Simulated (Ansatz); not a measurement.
Si15⁺. The state is a doublet with charge 1. Geometry r2SCAN-D4/def2-SVP, loosely relaxed, that of the neutral singlet; atoms count from 1.

```csv
atom,x (Å),y (Å),z (Å)
Si1,1.1472,2.1813,1.2431
Si2,-1.1605,-0.2236,-1.8314
Si3,1.0693,-2.3843,2.7212
Si4,0.4942,1.9279,-1.0495
Si5,1.4425,-3.4541,0.4688
Si6,3.0475,-1.7022,1.3814
Si7,-1.0738,3.7901,-1.2248
Si8,-2.4150,-1.7438,-0.4043
Si9,-0.3590,-1.8211,0.7542
Si10,1.1283,-0.1633,1.5705
Si11,-2.2969,1.7971,-1.6531
Si12,-1.1539,2.3810,0.7658
Si13,1.5657,-1.2120,-0.5012
Si14,-2.5263,0.5275,0.2307
Si15,1.0906,0.0996,-2.4714
```

The geometry of the charge 1 doublet is only loosely relaxed. The structure comes from a short search, and lower isomers may exist.

Question: Estimate the Mulliken populations from the PBE0/def2-SVP orbitals of Ansatz.

Answer: 
```
atom  charge (e)  spin (α − β)
 Si1        0.22          0.20
 Si2       -0.10          0.00
 Si3        0.27          0.05
 Si4       -0.21         -0.01
 Si5        0.24          0.15
 Si6        0.22          0.09
 Si7        0.26          0.04
 Si8        0.24          0.19
 Si9       -0.22          0.03
Si10       -0.14          0.07
Si11        0.04          0.09
Si12       -0.02          0.01
Si13       -0.13          0.01
Si14        0.10          0.03
Si15        0.25          0.06
```
Mulliken values and Mayer orders depend strongly on the basis.

Question: Where does the spin sit?

Answer: Summed by element: Si 1.00, of 1 unpaired in all. Largest on single atoms: Si1 0.20, Si8 0.19, Si5 0.15.

Question: And the Mayer bond orders between bonded heavy atoms (over 0.3)?

Answer: Si1–Si4 0.74 (2.40 Å); Si1–Si10 0.78 (2.37 Å); Si1–Si12 0.81 (2.36 Å); Si2–Si8 0.72 (2.43 Å); Si2–Si11 0.79 (2.33 Å); Si2–Si14 0.41 (2.58 Å); Si2–Si15 0.78 (2.36 Å); Si3–Si5 0.45 (2.52 Å); Si3–Si6 0.49 (2.48 Å); Si3–Si9 0.49 (2.50 Å); Si3–Si10 0.50 (2.50 Å); Si4–Si7 0.67 (2.44 Å); Si4–Si12 0.46 (2.49 Å); Si4–Si15 0.74 (2.39 Å); Si5–Si6 0.46 (2.55 Å); Si5–Si9 0.55 (2.45 Å); Si5–Si13 0.55 (2.45 Å); Si6–Si10 0.55 (2.47 Å); Si6–Si13 0.53 (2.45 Å); Si7–Si11 0.72 (2.38 Å); Si7–Si12 0.67 (2.44 Å); Si8–Si9 0.82 (2.36 Å); Si8–Si14 0.84 (2.36 Å); Si9–Si10 0.57 (2.37 Å); Si9–Si13 0.56 (2.38 Å); Si10–Si13 0.58 (2.36 Å); Si11–Si14 0.81 (2.28 Å); Si12–Si14 0.71 (2.37 Å); Si13–Si15 0.78 (2.41 Å). Values over 0.3 also appear between atoms too far apart for a bond (Si11–Si12 0.31 at 2.74 Å); they arise where an orbital or an unpaired electron spreads over both atoms.
